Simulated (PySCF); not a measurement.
C₃H₆NO, SMILES O=CN(C)[CH2], multiplicity 2. Atoms are numbered in the order given.

```xyz
11

C     -1.4304    -0.3651     0.0000
N     -0.0598    -0.3637     0.0000
C      0.6568    -1.6174     0.0000
C      0.6305     0.8298     0.0000
O      0.1078     1.9189     0.0000
H     -1.9506    -1.3197     0.0000
H     -1.9275     0.6020     0.0000
H      0.4110    -2.2118     0.8944
H      1.7373    -1.4202     0.0000
H      0.4110    -2.2118    -0.8944
H      1.7337     0.6718     0.0000
```
Charge 0, spin multiplicity 2.

Geometry optimised at PBE0-D3(BJ)/def2-SVP. The isomer is the one that the SMILES or the coordinates give; other isomers of the formula were not compared. One conformer was computed; it need not be the lowest.

These are PySCF with PBE0/pcH-1 values and carry that method's errors.

Unrestricted Kohn–Sham, ⟨S²⟩ = 0.757. Hyperfine tensors hold the contact and dipolar terms, without spin-orbit corrections.

Q: Estimate the hyperfine couplings. (The exact figures need the calculation; the answer reports its results.)

A: 
```csv
nucleus,A(iso) (MHz),A(iso) (G),dipolar principal values (MHz)
13C no. 1,75.8,27.0,"-69.0, -67.4, 136.4"
14N no. 2,-5.1,-1.8,"-3.6, -2.9, 6.5"
13C no. 3,-4.4,-1.6,"-1.3, -0.4, 1.7"
13C no. 4,1.8,0.6,"-6.6, -5.2, 11.9"
17O no. 5,-7.3,-2.6,"-34.1, 16.6, 17.6"
1H no. 6,-63.7,-22.7,"-33.4, 1.0, 32.4"
1H no. 7,-63.4,-22.6,"-31.1, -0.2, 31.3"
1H no. 8,7.9,2.8,"-2.9, -2.4, 5.3"
1H no. 9,-1.4,-0.5,"-2.2, -2.0, 4.3"
1H no. 10,7.9,2.8,"-2.9, -2.4, 5.3"
1H no. 11,-10.2,-3.6,"-5.1, -2.2, 7.3"
```
